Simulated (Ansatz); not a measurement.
Cartesian coordinates in Å:
```
F 0.072 -0.965 -1.440
Sn -0.005 -0.409 0.396
F 1.420 0.874 0.478
H -1.487 0.499 0.566
```

Total charge 0; spin multiplicity 2. Sn takes the def2 core potential.

Q: List the r2SCAN/def2-TZVPP orbital energies in eV (Ansatz 0.2.0). (An estimate is asked.)

A: Ansatz gave: α occupied: -665.39, -665.39, -138.35, -93.22, -93.15, -93.12, -30.42, -30.23, -27.58, -27.53, -27.49, -27.31, -26.82, -13.71, -10.73, -10.62, -10.01, -9.58, -9.41, -9.37, -6.83. α empty: -1.35, -1.04, 0.11, 2.89, 3.48, 3.95, 4.57, 4.70. β occupied: -665.31, -665.31, -138.31, -93.15, -93.13, -93.10, -30.29, -30.09, -27.45, -27.43, -27.41, -27.16, -26.71, -13.24, -10.51, -10.23, -9.79, -9.43, -9.34, -9.06. β empty: -4.95, -0.86, -0.65, 1.04, 2.83, 3.76, 3.98, 4.82. ⟨S²⟩ = 0.757.
